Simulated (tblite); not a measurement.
2-chloro-4-methylpentane, C6H13Cl.
Numbering: `[CH3:1][CH:2]([CH3:3])[CH2:4][C@@H:5]([CH3:6])[Cl:7]` (hydrogens: H8, H9, H10 on C1; H11 on C2; H12, H13, H14 on C3; H15, H16 on C4; H17 on C5; H18, H19, H20 on C6)

Computed with GFN2-xTB (tblite), gas phase: Langevin dynamics at 200 K from the optimised GFN2-xTB geometry, time step 0.5 fs, friction 0.01 fs⁻¹, 2000 steps.

Start geometry:
```
atom  x, y, z in Å
C1     -1.441   -0.207    1.347
C2     -1.050    0.440    0.020
C3     -2.144    0.201   -1.019
C4      0.278   -0.107   -0.517
C5      1.492    0.155    0.363
C6      2.764   -0.423   -0.232
Cl7     1.717    1.927    0.572
H8     -1.464   -1.291    1.253
H9     -0.745    0.060    2.137
H10    -2.430    0.131    1.647
H11    -0.945    1.518    0.174
H12    -1.893    0.682   -1.962
H13    -3.094    0.603   -0.673
H14    -2.269   -0.865   -1.198
H15     0.191   -1.190   -0.642
H16     0.463    0.329   -1.502
H17     1.334   -0.238    1.370
H18     2.661   -1.502   -0.333
H19     3.618   -0.213    0.406
H20     2.952    0.003   -1.215
```

The statistics below take the 31 frames saved every 25 fs from 250 to 1000 fs; their kinetic temperature (all 3N coordinates) averages 209 K.

Q: How do the bond lengths spread?

A: 
```csv
bond,start (Å),mean (Å),standard deviation (Å),shortest (Å),longest (Å)
C1–C2,1.527,1.539,0.022,1.485,1.589
C2–C3,1.528,1.529,0.021,1.481,1.570
C2–C4,1.534,1.536,0.022,1.490,1.588
C4–C5,1.523,1.524,0.031,1.475,1.595
C5–C6,1.519,1.520,0.023,1.476,1.595
C5–Cl7,1.798,1.803,0.035,1.742,1.878
C1–H8,1.088,1.089,0.026,1.046,1.144
C1–H9,1.087,1.090,0.029,1.033,1.155
C1–H10,1.087,1.090,0.030,1.024,1.159
C2–H11,1.094,1.099,0.043,1.037,1.191
C3–H12,1.088,1.091,0.028,1.036,1.152
C3–H13,1.087,1.089,0.022,1.044,1.127
C3–H14,1.088,1.090,0.019,1.052,1.123
C4–H15,1.094,1.098,0.024,1.053,1.150
C4–H16,1.093,1.098,0.038,1.027,1.196
C5–H17,1.092,1.098,0.022,1.052,1.148
C6–H18,1.088,1.093,0.020,1.052,1.138
C6–H19,1.087,1.088,0.026,1.030,1.140
C6–H20,1.087,1.091,0.020,1.060,1.134
```

Q: Give the same statistics for bond angles, one of each kind among heavy atoms.

A: 
| angle | start (°) | mean (°) | standard deviation (°) | smallest (°) | largest (°) |
| --- | --- | --- | --- | --- | --- |
| C1–C2–C3 | 110.0 | 109.8 | 2.7 | 104.6 | 113.9 |
| C1–C2–C4 | 112.0 | 110.9 | 2.4 | 107.3 | 119.0 |
| C3–C2–C4 | 109.0 | 110.7 | 2.6 | 105.3 | 115.8 |
| C2–C4–C5 | 115.2 | 114.9 | 3.0 | 108.2 | 121.1 |
| C4–C5–C6 | 112.0 | 112.7 | 2.6 | 108.7 | 118.6 |
| C4–C5–Cl7 | 109.7 | 109.2 | 3.2 | 102.1 | 116.1 |
| C6–C5–Cl7 | 108.4 | 108.1 | 3.2 | 101.6 | 115.1 |

Q: Follow the torsions C1–C2–C4–C5 and C2–C4–C5–C6 through every second one of these frames.

A: 
```csv
t (fs),C1–C2–C4–C5 (°),C2–C4–C5–C6 (°)
250,-70,168
300,-70,162
350,-77,157
400,-77,156
450,-81,162
500,-90,172
550,-83,171
600,-75,166
650,-72,175
700,-63,168
750,-64,168
800,-65,172
850,-81,179
900,-75,-171
950,-57,179
1000,-55,179
```

Largest departure from the start value over all these frames: C1–C2–C4–C5 27° (start -63°), C2–C4–C5–C6 27° (start 180°).

Q: How widely does the potential energy scatter, against a harmonic estimate?

A: Mean 0.49 eV above the start, standard deviation 0.109 eV, range 0.33 to 0.83 eV. For 54 classical harmonic modes at 200 K the canonical values are 54kT/2 = 0.47 eV and kT·√(54/2) = 0.090 eV.

The run is classical and short, so these are rough statistics of one trajectory.

The cost below is that of the whole dynamics run. Rough CPU time on one thread of a shared machine: about 50 s.
